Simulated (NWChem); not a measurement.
System: CH5NZn; SMILES [CH3][Zn][NH2]

```xyz
8

Zn     0.0001     0.0252    -0.0104
C     -0.0001    -1.9086     0.0271
H      0.8850    -2.3186    -0.4853
H     -0.8908    -2.3181    -0.4760
H      0.0052    -2.2921     1.0600
N     -0.0001     1.8459     0.0788
H     -0.8184     2.3517    -0.2504
H      0.8180     2.3520    -0.2503
```
Atoms are numbered in this order, from 1.

Program: NWChem. Pople sets run with spherical d functions. The geometry was optimised at PBE0/def2-SVP.

Problem. Estimate the computed values for PBE/6-31G*. Quantities: highest occupied level (eV); orbital gap (eV); dipole (D).

Solution. 
```yaml
highest occupied level (eV): -4.87
orbital gap (eV): 4.54
dipole (D): 0.91
```
